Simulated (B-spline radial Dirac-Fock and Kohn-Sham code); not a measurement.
The M4-N45N45 Auger spectrum of Pm⁴⁺

System: Pm⁴⁺ in the configuration [Xe] 4f3.

Method: Dirac-Fock energy differences between relaxed states, corrected for Breit and QED terms. Computed with an atomic code on a B-spline grid. The two-hole levels come from diagonalising the Coulomb interaction among the jj configurations; intensities are independent-particle Coulomb rates. Kinetic energies are from the vacuum level. No correlation. Open outer shells are spectators and are not coupled to the holes.

| kinetic energy (eV) | J | leading jj holes (weight) | leading LS term (weight) | intensity (%) |
| --- | --- | --- | --- | --- |
| 703.8 | 0 | N4N4 (0.83) | ¹S0 (0.80) | 7.4 |
| 711.2 | 2 | N4N4 (0.87) | ¹D2 (0.49) | 25.1 |
| 713.0 | 4 | N4N5 (0.94) | ¹G4 (0.95) | 28.8 |
| 713.8 | 1 | N4N5 (1.00) | ³P1 (1.00) | 8.9 |
| 715.1 | 0 | N5N5 (0.83) | ³P0 (0.80) | 0.6 |
| 715.2 | 2 | N4N5 (0.84) | ³P2 (0.52) | 12.8 |
| 717.4 | 3 | N4N5 (1.00) | ³F3 (1.00) | 14.7 |
| 719.0 | 2 | N5N5 (0.95) | ¹D2 (0.49) | 0.9 |
| 721.4 | 4 | N5N5 (0.94) | ³F4 (0.95) | 0.8 |

The strongest line, by its leading LS label ¹G4, lies at 713.0 eV. The mean weight of the leading component is 0.91 in jj and 0.78 in LS coupling, so jj labels describe these levels better.

Run: 48 s of CPU time on 1 thread of Neoverse-V1 (shared host), peak memory 0.54 GiB.
